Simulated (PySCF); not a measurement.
C4H9, multiplicity 2. Atoms are numbered in the order given.

```xyz
13

C      0.1130    -1.4849     0.0000
C     -0.3711    -0.0686     0.0000
C      0.0925     0.6815    -1.2646
C      0.0925     0.6815     1.2646
H     -0.5714    -2.3362     0.0000
H      1.1888    -1.6900     0.0000
H     -1.4755    -0.0783     0.0000
H     -0.2792     1.7196    -1.2665
H     -0.2667     0.1861    -2.1797
H      1.1940     0.7183    -1.3123
H     -0.2792     1.7196     1.2665
H     -0.2667     0.1861     2.1797
H      1.1940     0.7183     1.3123
```
Charge 0, spin multiplicity 2.

Coordinates come from a B3LYP-D3(BJ)/def2-SVP optimisation. A frequency run showed that this geometry is not a minimum. The isomer is the one that the SMILES or the coordinates give; other isomers of the formula were not compared.

These are TDA-PBE/def2-SVPD run with PySCF values and carry that method's errors.

Vertical excitations. 

Computed excitation energies, oscillator strengths and character:
```tsv
state	energy (eV)	λ (nm)	f	main pairs
root 1	4.72	263	0.022	α HOMO→LUMO 100 %
root 2	5.26	236	0.001	β HOMO→LUMO 98 %
root 3	5.59	222	0.005	α HOMO→LUMO+2 6 %, β HOMO−1→LUMO 89 %
root 4	5.63	220	0.007	α HOMO→LUMO+1 92 %
root 5	5.66	219	0.000	α HOMO→LUMO+2 88 %, β HOMO−1→LUMO 7 %
root 6	5.72	217	0.000	α HOMO→LUMO+3 37 %, β HOMO−2→LUMO 62 %
root 7	5.83	213	0.010	α HOMO→LUMO+3 62 %, β HOMO−2→LUMO 37 %
root 8	6.55	189	0.018	α HOMO→LUMO+4 98 %
root 9	6.64	187	0.011	α HOMO→LUMO+5 99 %
root 10	6.74	184	0.009	β HOMO−3→LUMO 99 %
```
Unrestricted roots are not spin-pure.
